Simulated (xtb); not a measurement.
BiCl₂, charge +1, singlet, geometry from GFN2-xTB (such geometries of metal compounds can be far from the true shape), atoms displaced at random by about 0.05 Å a coordinate. Base run: GFN2-xTB (xtb 6.7.1).

Input for xtb:
```
$ xtb mol.xyz --gfn 2 --chrg 1 --opt --json

# file mol.xyz
3

Bi     0.27233599     0.00642544     0.35603583
Cl     0.53681646     0.34854835    -1.99316321
Cl    -2.08631718    -0.26198631     0.20227809
```

The base run was repeated with changes; each row names its change, and settings that it needs were set with it.

```
change               ΔE vs base (kcal/mol)  optimiser steps
-------------------  ---------------------  ---------------
base                                 0.000                8
opt level = lax                      0.001                7
opt level = crude                    0.004                5
alpb = toluene                         ___                6
opt level = vtight                   0.000               10
alpb = acetone                         ___                8
engine = inertial                    0.003                -
opt level = extreme                  0.000               10
opt level = sloppy                   0.004                5
opt level = tight                    0.000                8
```

**Question.** Some entries are withheld; supply them.

**Answer.** 
- alpb = toluene, ΔE vs base (kcal/mol): -42.28
- alpb = acetone, ΔE vs base (kcal/mol): -43.91
